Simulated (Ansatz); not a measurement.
Cartesian coordinates in Å:
```
C 0.016 -1.224 -2.842
Al -0.626 -0.017 -1.452
N 0.420 0.361 -0.068
C 0.118 1.192 1.088
Si 0.103 0.172 2.675
H 1.033 -1.578 -2.654
H 0.008 -0.737 -3.822
H -0.631 -2.104 -2.927
H -2.051 0.682 -1.442
H 1.337 -0.058 0.002
H 0.816 2.035 1.185
H -0.872 1.642 0.958
H 1.404 -0.544 2.803
H -0.092 1.018 3.887
H -0.984 -0.841 2.609
```

The species carries charge 0 and has multiplicity 1.

Q: List the PBE0/def2-TZVPP orbital energies in eV (the Gaussian-basis code of Ansatz). (An estimate is asked.)

A: Ansatz gave: Occupied: -1802.19, -1526.99, -390.84, -278.73, -277.38, -144.56, -112.93, -99.21, -99.21, -99.20, -73.04, -72.86, -72.83, -24.16, -18.99, -18.37, -14.72, -13.38, -12.27, -11.14, -11.01, -10.97, -10.09, -9.48, -9.40, -8.92, -8.01, -6.58. Lowest empty: -0.34, 0.35, 0.65, 1.37, 1.58, 1.76, 2.06, 2.32.
